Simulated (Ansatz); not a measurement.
A short molecular-dynamics run on `BC(C)(Cl)Cl`.

```yaml
crystal:
  periodic: [false, false, false]
  atoms:
    - {symbol: B, position_ang: [-0.821365, 1.200021, -0.126130]}
    - {symbol: C, position_ang: [-0.005664, -0.088396, -0.446254]}
    - {symbol: C, position_ang: [0.899139, -0.764998, 0.533419]}
    - {symbol: Cl, position_ang: [-1.789721, -0.673517, -0.170036]}
    - {symbol: Cl, position_ang: [0.472192, -0.398319, -2.099154]}
    - {symbol: H, position_ang: [-0.835187, 1.569151, 1.008868]}
    - {symbol: H, position_ang: [-1.252610, 1.855089, -1.020609]}
    - {symbol: H, position_ang: [1.886860, -0.304322, 0.447232]}
    - {symbol: H, position_ang: [0.998898, -1.831473, 0.327751]}
    - {symbol: H, position_ang: [0.530459, -0.614435, 1.547913]}
basis:
  gaussian: {orbitals: "6-31G*"}
hamiltonian: {xc: {name: revPBE}, dispersion: d4}
md: {timestep: 2 fs, n_steps: 30, ensemble: nve, temperature: 300, initial_velocities: maxwell_boltzmann, seed: 593}
```

```sh
$ ansatz run in.yaml --threads 4 --pin off --events-out ev --progress --plain --max-ram 10444MiB
```

```tsv
step	time (fs)	potential energy (eV)	kinetic (eV)	T (K)	conserved (eV)
0	0.0	-27871.0499	0.3102	300	-27870.7396
1	2.0	-27870.9166	0.2138	207	-27870.7028
2	4.0	-27870.8982	0.1768	171	-27870.7215
3	6.0	-27870.8513	0.1313	127	-27870.7200
4	8.0	-27870.7876	0.0865	84	-27870.7011
5	10.0	-27870.8841	0.1498	145	-27870.7342
6	12.0	-27870.8227	0.1207	117	-27870.7021
7	14.0	-27870.8914	0.1663	161	-27870.7251
8	16.0	-27870.8989	0.1787	173	-27870.7202
9	18.0	-27870.8791	0.1758	170	-27870.7033
10	20.0	-27871.0047	0.2684	260	-27870.7363
11	22.0	-27870.9389	0.2344	227	-27870.7045
12	24.0	-27870.9818	0.2547	246	-27870.7271
13	26.0	-27870.9591	0.2352	227	-27870.7239
14	28.0	-27870.8686	0.1649	159	-27870.7037
15	30.0	-27870.9434	0.2089	202	-27870.7345
16	32.0	-27870.8633	0.1562	151	-27870.7071
17	34.0	-27870.8909	0.1643	159	-27870.7266
18	36.0	-27870.8875	0.1625	157	-27870.7250
19	38.0	-27870.8207	0.1148	111	-27870.7059
20	40.0	-27870.9223	0.1901	184	-27870.7322
21	42.0	-27870.8969	0.1831	177	-27870.7137
22	44.0	-27870.9485	0.2224	215	-27870.7261
23	46.0	-27870.9876	0.2566	248	-27870.7309
24	48.0	-27870.8976	0.1887	182	-27870.7089
25	50.0	-27870.9546	0.2226	215	-27870.7320
26	52.0	-27870.8936	0.1753	170	-27870.7183
27	54.0	-27870.8962	0.1726	167	-27870.7235
28	56.0	-27870.9324	0.2001	194	-27870.7323
29	58.0	-27870.8401	0.1305	126	-27870.7096
30	60.0	-27870.9003	0.1687	163	-27870.7315
```

Velocities are drawn at the set temperature; a run this short doesn't reach equilibrium.

Frames (Å, forces in eV/Å):

```xyz
10
time=0.0 fs
B    -0.821    1.200   -0.126   -0.042    0.218    0.034
C    -0.006   -0.088   -0.446    0.202    0.217    0.137
C     0.899   -0.765    0.533    0.095   -0.089    0.103
Cl   -1.790   -0.674   -0.170   -0.723   -0.300    0.147
Cl    0.472   -0.398   -2.099    0.289   -0.109   -0.778
H    -0.835    1.569    1.009   -0.004    0.088    0.241
H    -1.253    1.855   -1.021   -0.101    0.153   -0.183
H     1.887   -0.304    0.447    0.334    0.154   -0.011
H     0.999   -1.831    0.328    0.057   -0.378   -0.039
H     0.530   -0.614    1.548   -0.105    0.046    0.349
10
time=2.0 fs
B    -0.828    1.191   -0.128   -0.187    0.550   -0.431
C    -0.003   -0.100   -0.445   -0.077    0.659   -0.195
C     0.893   -0.763    0.519    1.446   -1.876   -1.273
Cl   -1.788   -0.669   -0.168   -0.837   -0.377    0.086
Cl    0.473   -0.397   -2.094    0.288   -0.139   -0.953
H    -0.888    1.558    1.010    0.066    0.075    0.164
H    -1.225    1.876   -1.056    0.083   -0.260    0.350
H     1.885   -0.289    0.456    0.166   -0.012   -0.222
H     1.017   -1.887    0.310   -0.147    1.305    0.361
H     0.555   -0.574    1.488   -0.801    0.076    2.115
10
time=4.0 fs
B    -0.836    1.184   -0.130   -0.175    0.708   -0.382
C     0.000   -0.110   -0.443   -0.376    1.064   -0.418
C     0.891   -0.766    0.501    1.522   -1.433    0.921
Cl   -1.787   -0.665   -0.166   -0.933   -0.455    0.012
Cl    0.475   -0.396   -2.089    0.289   -0.170   -1.137
H    -0.937    1.550    1.017    0.158    0.006   -0.109
H    -1.195    1.886   -1.079    0.091   -0.431    0.560
H     1.889   -0.274    0.456   -0.141   -0.203   -0.316
H     1.030   -1.892    0.306   -0.202    1.342    0.405
H     0.549   -0.531    1.509   -0.233   -0.428    0.463
10
time=6.0 fs
B    -0.845    1.179   -0.135    0.005    0.532    0.028
C     0.002   -0.117   -0.444   -0.567    1.309   -0.411
C     0.895   -0.775    0.486    0.991    0.527    3.029
Cl   -1.787   -0.662   -0.163   -1.006   -0.532   -0.065
Cl    0.476   -0.395   -2.086    0.291   -0.197   -1.298
H    -0.981    1.542    1.020    0.250   -0.035   -0.302
H    -1.161    1.880   -1.080   -0.075   -0.264    0.324
H     1.888   -0.267    0.444   -0.206   -0.236   -0.289
H     1.035   -1.846    0.318   -0.049   -0.249    0.134
H     0.534   -0.505    1.548    0.367   -0.856   -1.149
10
time=8.0 fs
B    -0.853    1.177   -0.139    0.265    0.101    0.483
C     0.001   -0.119   -0.445   -0.540    1.269   -0.234
C     0.901   -0.782    0.480    0.335    2.184    3.306
Cl   -1.789   -0.659   -0.161   -1.045   -0.597   -0.131
Cl    0.478   -0.394   -2.084    0.282   -0.205   -1.389
H    -1.016    1.533    1.012    0.301    0.005   -0.236
H    -1.129    1.864   -1.068   -0.312    0.134   -0.211
H     1.879   -0.269    0.422    0.091   -0.091   -0.206
H     1.038   -1.810    0.335    0.154   -1.990   -0.193
H     0.533   -0.511    1.543    0.468   -0.809   -1.188
10
time=10.0 fs
B    -0.860    1.174   -0.141    0.420   -0.179    0.500
C    -0.001   -0.117   -0.448   -0.319    0.971   -0.010
C     0.909   -0.781    0.485    0.402    0.260    1.367
Cl   -1.791   -0.656   -0.159   -1.049   -0.641   -0.174
Cl    0.481   -0.393   -2.084    0.256   -0.188   -1.383
H    -1.038    1.524    0.994    0.296    0.115    0.066
H    -1.110    1.853   -1.065   -0.445    0.378   -0.529
H     1.873   -0.274    0.391    0.437    0.044   -0.095
H     1.047   -1.849    0.345   -0.019   -0.477   -0.131
H     0.550   -0.548    1.493    0.022   -0.283    0.389
10
time=12.0 fs
B    -0.866    1.171   -0.142    0.353    0.043   -0.082
C    -0.004   -0.112   -0.450    0.025    0.540    0.270
C     0.918   -0.780    0.495    0.991   -1.627   -1.195
Cl   -1.795   -0.655   -0.157   -1.024   -0.659   -0.193
Cl    0.483   -0.393   -2.086    0.221   -0.160   -1.296
H    -1.050    1.520    0.979    0.264    0.219    0.358
H    -1.108    1.857   -1.081   -0.384    0.171   -0.225
H     1.884   -0.278    0.356    0.300   -0.058    0.109
H     1.055   -1.907    0.349   -0.184    1.229   -0.051
H     0.567   -0.596    1.457   -0.563    0.302    2.306
10
time=14.0 fs
B    -0.871    1.169   -0.143    0.153    0.531   -0.548
C    -0.007   -0.105   -0.451    0.370    0.135    0.580
C     0.930   -0.784    0.500    0.404   -1.255   -0.156
Cl   -1.799   -0.654   -0.156   -0.964   -0.650   -0.195
Cl    0.486   -0.393   -2.088    0.184   -0.137   -1.167
H    -1.051    1.524    0.978    0.261    0.212    0.318
H    -1.120    1.867   -1.107   -0.245   -0.197    0.300
H     1.907   -0.284    0.326   -0.095   -0.226    0.368
H     1.056   -1.918    0.352   -0.169    1.369   -0.121
H     0.564   -0.632    1.510    0.101    0.218    0.620
10
time=16.0 fs
B    -0.875    1.168   -0.146   -0.017    0.878   -0.422
C    -0.009   -0.098   -0.451    0.663   -0.169    0.821
C     0.943   -0.792    0.505   -0.505    0.385    1.344
Cl   -1.805   -0.654   -0.154   -0.863   -0.614   -0.179
Cl    0.489   -0.393   -2.092    0.145   -0.119   -0.985
H    -1.042    1.536    0.989    0.281    0.093   -0.030
H    -1.142    1.869   -1.121   -0.154   -0.365    0.543
H     1.926   -0.299    0.310   -0.266   -0.226    0.519
H     1.051   -1.877    0.350   -0.031    0.008   -0.316
H     0.564   -0.660    1.586    0.746    0.130   -1.294
10
time=18.0 fs
B    -0.879    1.170   -0.150   -0.026    0.843    0.078
C    -0.008   -0.092   -0.448    0.863   -0.330    0.899
C     0.955   -0.799    0.515   -1.073    1.928    1.486
Cl   -1.812   -0.654   -0.153   -0.722   -0.556   -0.139
Cl    0.493   -0.393   -2.097    0.097   -0.099   -0.740
H    -1.023    1.551    0.998    0.265   -0.025   -0.329
H    -1.170    1.858   -1.114   -0.156   -0.235    0.363
H     1.935   -0.322    0.314   -0.063   -0.036    0.472
H     1.045   -1.835    0.336    0.098   -1.666   -0.533
H     0.592   -0.683    1.613    0.716    0.176   -1.556
10
time=20.0 fs
B    -0.884    1.175   -0.155    0.151    0.425    0.580
C    -0.005   -0.086   -0.442    0.933   -0.334    0.791
C     0.964   -0.800    0.529   -0.891    0.534   -0.357
Cl   -1.819   -0.655   -0.152   -0.547   -0.482   -0.077
Cl    0.496   -0.393   -2.103    0.041   -0.073   -0.439
H    -0.993    1.566    0.995    0.189   -0.050   -0.329
H    -1.203    1.837   -1.093   -0.240    0.099   -0.116
H     1.941   -0.347    0.336    0.284    0.175    0.255
H     1.042   -1.857    0.301    0.018   -0.584   -0.218
H     0.648   -0.699    1.580    0.061    0.289   -0.089
10
time=22.0 fs
B    -0.887    1.182   -0.157    0.353   -0.045    0.647
C     0.001   -0.082   -0.434    0.887   -0.224    0.558
C     0.969   -0.798    0.542   -0.097   -1.210   -3.138
Cl   -1.828   -0.657   -0.151   -0.356   -0.402    0.001
Cl    0.499   -0.393   -2.109   -0.013   -0.046   -0.122
H    -0.956    1.579    0.980    0.079    0.031   -0.032
H    -1.246    1.821   -1.077   -0.277    0.314   -0.446
H     1.958   -0.365    0.367    0.267    0.184    0.012
H     1.040   -1.901    0.258   -0.059    1.031    0.359
H     0.707   -0.704    1.544   -0.785    0.367    2.163
10
time=24.0 fs
B    -0.890    1.188   -0.157    0.347   -0.198    0.130
C     0.010   -0.078   -0.423    0.719   -0.030    0.226
C     0.974   -0.801    0.545    0.001   -1.096   -1.789
Cl   -1.836   -0.659   -0.150   -0.166   -0.320    0.085
Cl    0.503   -0.394   -2.116   -0.055   -0.026    0.153
H    -0.917    1.593    0.963   -0.022    0.141    0.316
H    -1.300    1.816   -1.078   -0.090    0.152   -0.235
H     1.986   -0.376    0.399   -0.129    0.059   -0.144
H     1.036   -1.906    0.229   -0.045    1.237    0.621
H     0.735   -0.695    1.591   -0.560    0.080    0.637
10
time=26.0 fs
B    -0.891    1.194   -0.156    0.190   -0.098   -0.303
C     0.021   -0.074   -0.412    0.469    0.188   -0.153
C     0.979   -0.808    0.542   -0.118    0.435    0.674
Cl   -1.845   -0.661   -0.149    0.008   -0.239    0.165
Cl    0.506   -0.394   -2.122   -0.082   -0.010    0.379
H    -0.878    1.612    0.959   -0.100    0.143    0.339
H    -1.357    1.817   -1.087    0.234   -0.156    0.216
H     2.008   -0.384    0.425   -0.464   -0.015   -0.227
H     1.030   -1.864    0.224    0.026   -0.015    0.404
H     0.742   -0.684    1.662   -0.164   -0.232   -1.494
10
time=28.0 fs
B    -0.891    1.200   -0.156    0.123   -0.012   -0.152
C     0.034   -0.070   -0.402    0.202    0.336   -0.538
C     0.984   -0.813    0.542   -0.298    2.074    1.629
Cl   -1.853   -0.664   -0.147    0.162   -0.159    0.236
Cl    0.509   -0.394   -2.128   -0.100    0.011    0.574
H    -0.842    1.637    0.967   -0.175    0.004    0.004
H    -1.405    1.813   -1.089    0.461   -0.292    0.434
H     2.013   -0.394    0.443   -0.369    0.051   -0.295
H     1.025   -1.822    0.234    0.097   -1.708   -0.071
H     0.743   -0.681    1.675   -0.102   -0.305   -1.821
10
time=30.0 fs
B    -0.892    1.205   -0.157    0.258   -0.138    0.362
C     0.047   -0.065   -0.393   -0.047    0.357   -0.917
C     0.988   -0.811    0.546   -0.403    0.848    0.148
Cl   -1.862   -0.667   -0.146    0.289   -0.084    0.295
Cl    0.512   -0.395   -2.133   -0.114    0.047    0.743
H    -0.814    1.662    0.975   -0.243   -0.147   -0.319
H    -1.435    1.797   -1.074    0.463   -0.166    0.260
H     2.004   -0.401    0.450    0.104    0.197   -0.341
H     1.023   -1.845    0.241    0.074   -0.808    0.091
H     0.739   -0.689    1.619   -0.382   -0.107   -0.322
10
time=32.0 fs
B    -0.891    1.210   -0.157    0.539   -0.501    0.849
C     0.060   -0.058   -0.387   -0.260    0.268   -1.247
C     0.990   -0.806    0.551   -0.042   -1.129   -2.555
Cl   -1.870   -0.670   -0.144    0.387   -0.012    0.338
Cl    0.515   -0.395   -2.138   -0.121    0.093    0.869
H    -0.795    1.681    0.972   -0.275   -0.194   -0.346
H    -1.447    1.774   -1.049    0.258    0.134   -0.203
H     1.998   -0.401    0.443    0.358    0.220   -0.258
H     1.025   -1.900    0.252    0.034    0.891    0.382
H     0.721   -0.702    1.551   -0.878    0.229    2.172
10
time=34.0 fs
B    -0.888    1.214   -0.153    0.703   -0.865    0.866
C     0.073   -0.051   -0.386   -0.433    0.128   -1.460
C     0.993   -0.806    0.548   -0.207   -1.232   -1.303
Cl   -1.878   -0.673   -0.142    0.457    0.059    0.358
Cl    0.518   -0.395   -2.141   -0.122    0.135    0.920
H    -0.786    1.693    0.955   -0.255   -0.109   -0.038
H    -1.450    1.757   -1.031    0.078    0.351   -0.557
H     2.007   -0.392    0.426    0.061    0.056    0.000
H     1.028   -1.920    0.277    0.016    1.269    0.271
H     0.670   -0.706    1.566   -0.297    0.206    0.942
10
time=36.0 fs
B    -0.883    1.214   -0.147    0.495   -0.922    0.209
C     0.084   -0.043   -0.388   -0.516   -0.066   -1.486
C     0.995   -0.809    0.541   -0.689    0.178    1.070
Cl   -1.885   -0.676   -0.139    0.506    0.137    0.354
Cl    0.521   -0.395   -2.144   -0.120    0.172    0.919
H    -0.787    1.701    0.936   -0.199    0.032    0.396
H    -1.450    1.753   -1.035    0.181    0.254   -0.399
H     2.017   -0.381    0.410   -0.338   -0.114    0.264
H     1.031   -1.892    0.313    0.018    0.239   -0.134
H     0.607   -0.702    1.617    0.661    0.091   -1.192
10
time=38.0 fs
B    -0.876    1.210   -0.140    0.108   -0.652   -0.461
C     0.093   -0.036   -0.396   -0.488   -0.322   -1.366
C     0.994   -0.811    0.537   -0.966    1.890    1.795
Cl   -1.891   -0.678   -0.136    0.539    0.224    0.330
Cl    0.523   -0.395   -2.145   -0.118    0.206    0.895
H    -0.796    1.710    0.933   -0.150    0.041    0.519
H    -1.443    1.759   -1.055    0.419   -0.004    0.052
H     2.015   -0.375    0.404   -0.368   -0.134    0.388
H     1.036   -1.854    0.344    0.042   -1.338   -0.560
H     0.569   -0.694    1.622    0.981    0.088   -1.591
10
time=40.0 fs
B    -0.868    1.205   -0.134   -0.149   -0.257   -0.518
C     0.101   -0.029   -0.408   -0.387   -0.571   -1.165
C     0.991   -0.808    0.539   -0.867    1.109    0.516
Cl   -1.898   -0.681   -0.133    0.555    0.311    0.289
Cl    0.526   -0.395   -2.146   -0.116    0.239    0.852
H    -0.810    1.720    0.950   -0.113   -0.160    0.170
H    -1.419    1.765   -1.072    0.503   -0.149    0.340
H     1.998   -0.373    0.412    0.029    0.003    0.341
H     1.041   -1.868    0.353    0.004   -0.725   -0.497
H     0.569   -0.683    1.567    0.541    0.200   -0.328
10
time=42.0 fs
B    -0.861    1.199   -0.131   -0.192   -0.037   -0.154
C     0.108   -0.025   -0.424   -0.256   -0.737   -0.840
C     0.984   -0.801    0.542   -0.073   -0.798   -2.214
Cl   -1.903   -0.683   -0.129    0.555    0.388    0.230
Cl    0.528   -0.394   -2.145   -0.107    0.253    0.766
H    -0.829    1.724    0.973   -0.055   -0.392   -0.263
H    -1.377    1.765   -1.076    0.346   -0.079    0.279
H     1.983   -0.372    0.434    0.418    0.124    0.187
H     1.047   -1.910    0.344   -0.087    0.863   -0.148
H     0.590   -0.665    1.498   -0.550    0.415    2.158
10
time=44.0 fs
B    -0.855    1.192   -0.127   -0.078   -0.146    0.183
C     0.113   -0.022   -0.443   -0.147   -0.766   -0.342
C     0.978   -0.796    0.539   -0.043   -0.941   -1.615
Cl   -1.908   -0.685   -0.125    0.542    0.449    0.152
Cl    0.530   -0.393   -2.144   -0.083    0.233    0.596
H    -0.850    1.714    0.986    0.022   -0.465   -0.405
H    -1.321    1.763   -1.070    0.034    0.156   -0.055
H     1.984   -0.366    0.462    0.296    0.061    0.032
H     1.050   -1.918    0.328   -0.138    1.262    0.082
H     0.590   -0.630    1.513   -0.405    0.158    1.372
10
time=46.0 fs
B    -0.849    1.185   -0.124    0.016   -0.416    0.055
C     0.119   -0.022   -0.462   -0.096   -0.656    0.256
C     0.971   -0.795    0.530   -0.297    0.658    0.839
Cl   -1.912   -0.686   -0.121    0.515    0.487    0.061
Cl    0.532   -0.392   -2.142   -0.044    0.181    0.350
H    -0.870    1.685    0.984    0.090   -0.336   -0.152
H    -1.264    1.766   -1.066   -0.221    0.346   -0.312
H     1.996   -0.357    0.492   -0.210   -0.113   -0.098
H     1.047   -1.878    0.316   -0.098    0.248    0.063
H     0.574   -0.590    1.580    0.346   -0.400   -1.062
10
time=48.0 fs
B    -0.843    1.176   -0.120   -0.047   -0.522   -0.690
C     0.124   -0.025   -0.481   -0.103   -0.464    0.814
C     0.963   -0.791    0.524   -0.176    2.312    1.790
Cl   -1.916   -0.687   -0.117    0.477    0.503   -0.028
Cl    0.535   -0.391   -2.140    0.008    0.110    0.074
H    -0.886    1.644    0.975    0.130   -0.093    0.325
H    -1.215    1.782   -1.073   -0.270    0.269   -0.143
H     2.000   -0.353    0.519   -0.469   -0.176   -0.239
H     1.041   -1.829    0.306    0.010   -1.309   -0.110
H     0.571   -0.565    1.606    0.438   -0.630   -1.794
10
time=50.0 fs
B    -0.838    1.166   -0.118   -0.197   -0.326   -1.338
C     0.128   -0.029   -0.497   -0.159   -0.257    1.216
C     0.955   -0.780    0.524    0.153    1.263    0.688
Cl   -1.919   -0.687   -0.113    0.433    0.498   -0.110
Cl    0.537   -0.389   -2.138    0.070    0.037   -0.192
H    -0.898    1.599    0.979    0.158    0.047    0.526
H    -1.177    1.809   -1.086   -0.216    0.016    0.268
H     1.986   -0.355    0.536   -0.163   -0.040   -0.366
H     1.035   -1.830    0.292    0.008   -0.798    0.064
H     0.585   -0.564    1.564   -0.087   -0.438   -0.755
10
time=52.0 fs
B    -0.833    1.154   -0.121   -0.325    0.027   -1.153
C     0.132   -0.033   -0.509   -0.249   -0.087    1.436
C     0.947   -0.765    0.526    0.812   -1.160   -2.129
Cl   -1.922   -0.686   -0.109    0.383    0.478   -0.185
Cl    0.539   -0.388   -2.135    0.137   -0.035   -0.434
H    -0.903    1.556    1.004    0.206   -0.014    0.144
H    -1.147    1.836   -1.089   -0.203   -0.168    0.507
H     1.966   -0.360    0.539    0.389    0.170   -0.402
H     1.029   -1.861    0.280   -0.048    0.674    0.379
H     0.596   -0.580    1.492   -1.103    0.115    1.837
10
time=54.0 fs
B    -0.829    1.143   -0.129   -0.369    0.230   -0.394
C     0.136   -0.038   -0.517   -0.387    0.075    1.451
C     0.942   -0.754    0.521    0.689   -1.794   -1.709
Cl   -1.924   -0.686   -0.105    0.328    0.444   -0.258
Cl    0.541   -0.386   -2.134    0.198   -0.103   -0.656
H    -0.901    1.512    1.034    0.251   -0.094   -0.407
H    -1.125    1.856   -1.073   -0.267   -0.162    0.412
H     1.961   -0.357    0.526    0.450    0.222   -0.274
H     1.021   -1.867    0.283   -0.027    1.024    0.379
H     0.565   -0.591    1.491   -0.867    0.160    1.456
10
time=56.0 fs
B    -0.826    1.132   -0.137   -0.320    0.151    0.345
C     0.138   -0.043   -0.520   -0.544    0.235    1.257
C     0.939   -0.748    0.510    0.101   -0.705    1.098
Cl   -1.926   -0.684   -0.102    0.270    0.396   -0.323
Cl    0.544   -0.385   -2.133    0.241   -0.162   -0.823
H    -0.889    1.465    1.048    0.252   -0.049   -0.630
H    -1.113    1.871   -1.040   -0.371    0.011    0.063
H     1.973   -0.346    0.503   -0.088    0.075   -0.048
H     1.013   -1.833    0.301    0.070    0.107    0.089
H     0.500   -0.596    1.546    0.389   -0.061   -1.028
10
time=58.0 fs
B    -0.825    1.122   -0.145   -0.273   -0.012    0.605
C     0.138   -0.047   -0.519   -0.637    0.309    0.871
C     0.936   -0.745    0.504    0.005    0.578    2.227
Cl   -1.928   -0.682   -0.098    0.218    0.341   -0.368
Cl    0.546   -0.384   -2.133    0.256   -0.198   -0.880
H    -0.867    1.416    1.038    0.204    0.124   -0.365
H    -1.115    1.886   -1.006   -0.428    0.156   -0.246
H     1.981   -0.332    0.479   -0.514   -0.062    0.154
H     1.007   -1.795    0.321    0.192   -1.217   -0.251
H     0.450   -0.604    1.562    0.977   -0.019   -1.747
10
time=60.0 fs
B    -0.824    1.112   -0.150   -0.363    0.055    0.247
C     0.136   -0.049   -0.515   -0.622    0.234    0.315
C     0.934   -0.739    0.504    0.239   -0.141    1.339
Cl   -1.929   -0.680   -0.096    0.177    0.291   -0.382
Cl    0.549   -0.383   -2.134    0.243   -0.206   -0.823
H    -0.837    1.372    1.014    0.134    0.350    0.239
H    -1.133    1.907   -0.980   -0.348    0.033   -0.239
H     1.970   -0.321    0.460   -0.375   -0.041    0.280
H     1.008   -1.804    0.333    0.198   -0.765   -0.273
H     0.438   -0.612    1.510    0.716    0.190   -0.703
```

Hardware: 4 threads of an Arm Neoverse V1 on a shared host. Wall time 32 s, peak host memory 0.14 GiB.
